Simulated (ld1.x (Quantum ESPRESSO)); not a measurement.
O (Z = 8), TM: configuration errors across variants

```
Element                 : O
Generator               : ld1.x (Quantum ESPRESSO) 7.5
Type                    : norm-conserving Troullier–Martins (Kleinman–Bylander form)
Functional              : revPBE
Relativity              : non-relativistic
Frozen core             : [He]
Valence charge          : 6
Reference configuration : 2s2 2p4
Partial waves           : 2s (bound): rc 0.65 bohr; 2p (bound): rc 1.75 bohr
Local potential         : all-electron potential smoothed inside 1.00 bohr (lloc = -2)
Core correction         : Bessel-smoothed model core inside 0.50 bohr
```

All-electron excitation energies from the reference (eV): (1) 2s2 2p3 16.379; (2) 2s2 2p2 49.910; (3) 2s2 2p1 103.699; (4) 2s2 2p3.5 6.260; (5) 2s2 2p0 180.466; (6) 2s1 2p4 31.654; (7) 2s2 2p4.3 -2.106.

1 further variants failed, have other tests or too few solved ones, and are left out.

Errors AE − PS in meV (a dash: test not solved or not reliable):

| change | (1) | (2) | (3) | (4) | (5) | (6) | (7) | bound ghosts |
| --- | --- | --- | --- | --- | --- | --- | --- | --- |
| base | +34 | +325 | +1372 | +4.5 | +3973 | -90 | +0.3 | none |
| wave 2p (bound): rc 1.75 bohr becomes 2p (bound): rc 1.74 bohr | +30 | +291 | +1246 | +3.9 | +3646 | -80 | +0.2 | none |
| wave 2s (bound): rc 0.65 bohr becomes 2s (bound): rc 0.76 bohr | +33 | +323 | +1367 | +4.5 | +3961 | -89 | +0.3 | none |
| local potential all-electron potential smoothed inside 2.10 bohr (lloc = -2) | -8.4 | +166 | +1117 | -5.3 | +3812 | -147 | -2.4 | none |
| local potential the s channel | +34 | +329 | +1385 | +4.7 | +4006 | -89 | +0.3 | none |
| type ultrasoft; waves now 2s (bound): rcut 0.55, rcutus 0.65 bohr; 2s channel at -1.25 Ry: rcut 0.55, rcutus 0.65 bohr; 2p (bound): rcut 1.50, rcutus 1.75 bohr; 2p channel at 0.05 Ry: rcut 1.50, rcutus 1.75 bohr; local potential all-electron potential smoothed inside 0.85 bohr (lloc = -1); augmentation PSQ, radius 0.45 bohr | -0.8 | -6.0 | +4.6 | -0.1 | +159 | +23 | 0.0 | none |

Problem. Give the same row for: core correction Bessel-smoothed model core inside 0.42 bohr.

Solution. +33, +323, +1362, +4.5, +3938, -90, +0.3; bound ghosts: none.
